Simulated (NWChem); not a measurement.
System: TaOCl₂ cation; SMILES [O]=[Ta+]([Cl])[Cl]

```xyz
4

Ta    -0.2886     0.1669     0.0000
O     -1.3196    -1.1570     0.0000
Cl     1.0061    -0.1667     1.7824
Cl     1.0061    -0.1667    -1.7824
```
Atoms are numbered in this order, from 1.

Level: PBE0/def2-SVP with def2 effective core potentials on Ta (NWChem), optimised geometry, unscaled harmonic frequencies. This spin state was assumed; another may lie lower. def2 effective core potentials on Ta; no spin-orbit coupling.

Task: List the harmonic frequencies with IR intensities, and the thermochemistry.

Result: 
```
frequency (cm⁻¹)  IR intensity (km/mol)
----------------  ---------------------
120                                 2.5
203                                10.3
247                                 2.8
454                                20.6
457                                66.0
1079                               99.5
```

The zero-point energy comes out as 3.7 kcal/mol. The thermal correction to the enthalpy at 298.15 K (with zero-point energy) comes out as 7.5 kcal/mol, the heat capacity Cv comes out as 14.5 cal/(mol K) and the entropy at 298.15 K and 1 atm (symmetry number 1) comes out as 79.0 cal/(mol K).

Rigid rotor and harmonic oscillator.
